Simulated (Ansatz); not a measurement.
The cluster Ag2Cl2⁺, relaxed as a doublet with UKS r2SCAN-D4/def2-SVP in Ansatz, starting from the GFN2-xTB geometry. Force threshold 0.02 eV/Å.

In the def2 sets Ag takes a core potential; there is no spin–orbit coupling. The structure comes from a short search, and lower isomers may exist.

Start:

```xyz
4

Ag    0.752   -0.987   -1.225
Ag   -0.749    0.989    1.224
Cl    1.421   -0.068    0.928
Cl   -1.424    0.066   -0.927
```

```
step  energy (eV)  largest force component (eV/Å)  SCF passes
   1  -33030.8487                           0.469          31
   2  -33030.9172                           0.257          35
   3  -33030.9243                           0.065          35
   4  -33030.9248                           0.015          39
```

Force components are those of the run's own axes.

End:

```xyz
4

Ag    0.689   -0.905   -1.123
Ag   -0.688    0.907    1.122
Cl    1.545   -0.073    1.007
Cl   -1.546    0.072   -1.007
```

By distances, no bond broke or formed. The bond that changes most is Ag2–Cl3, from 2.43 to 2.44 Å (atoms count from 1).

No frequencies were taken in this run, so the end may be a saddle point.

Hardware: 4 threads of Arm Neoverse N1 on a shared host. Wall time 41 s.
